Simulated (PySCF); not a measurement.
FRb, charge -1, multiplicity 2. Atoms are numbered in the order given.

```xyz
2

Rb     0.0000     0.0000    -0.4841
F      0.0000     0.0000     1.9903
```
Charge -1, spin multiplicity 2.

Geometry optimised at B3LYP-D3(BJ)/def2-TZVPD. The multiplicity is an assumed one; other spin states were not compared. The def2 effective core potentials stand for the cores of Rb; spin–orbit coupling is left out.

Level of theory: B3LYP-D3(BJ)/def2-TZVPD (PySCF).

Frequencies are harmonic and unscaled.

```json
[
 {"mode": "1", "ν (cm⁻¹)": "285", "IR (km/mol)": "91.6", "moving atoms (share of kinetic energy)": "F 82 %, Rb 18 %"}
]
```
